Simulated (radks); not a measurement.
Coulomb parameter of the 3d shell of the nickel ion Ni2+ in the model configuration [Ar] 3d7 4p1, as a second difference U = [E(n + 1) + E(n - 1) - 2 E(n)] / (1)^2 with all orbitals relaxed. "Bare": the charge of the atom changes with n. "Screened": the 4p shell takes up the change at fixed total charge, which measures U(3d,3d) + U(4p,4p) - 2 U(3d,4p). Method: Dirac Kohn-Sham, PBE, spin-unpolarised, spherical densities, finite nucleus; open shells are shared between the two j in proportion to 2j + 1; Fermi nuclear charge, rms radius 3.7757 fm; computed with a radial shooting solver on a logarithmic mesh with Libxc functionals.

case,configuration,E - E(n) (eV)
start,[Ar] 3d7 4p1,0.000
bare +1,[Ar] 3d8 4p1,-27.671
bare -1,[Ar] 3d6 4p1,46.084
screened +1,[Ar] 3d8,-16.004
screened -1,[Ar] 3d6 4p2,22.029

U(bare) = 18.413 eV, U(screened by 4p) = 6.026 eV.
